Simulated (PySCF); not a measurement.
## Se⁺: excitation energy

Se⁺ [Ar] 3d10 4s2 4p3 (4S) → Se⁺ [Ar] 3d10 4s1 4p4 (4P), as a difference of total energies. Calculation: PySCF 2.14, in aug-cc-pVDZ-PP with ECP10MDF (5s4p3d, 32 functions); scalar relativity through the core potential. Correlated levels: valence: 3s2 3p6 3d10 frozen. The calculations carry no spin-orbit coupling.

| method | excitation energy (eV) | error (eV) |
| --- | --- | --- |
| UHF | 10.969 | +0.446 |
| MP2 (valence) | 10.898 | +0.375 |
| SCS-MP2 (valence) | 10.875 | +0.352 |
| CCSD (valence) | 10.367 | -0.156 |
| CCSD(T) (valence) | 10.291 | -0.232 |
| CCSDT (valence) | 10.256 | -0.267 |

Reference: 10.523 eV (measured; NIST levels, between the centres of gravity of the two terms).

Errors of the correlated levels include the incompleteness of this basis and the frozen core.

The coupled-cluster amplitudes are large for the upper state (T1 above 0.03 or a double amplitude above 0.15), so a single reference is strained.
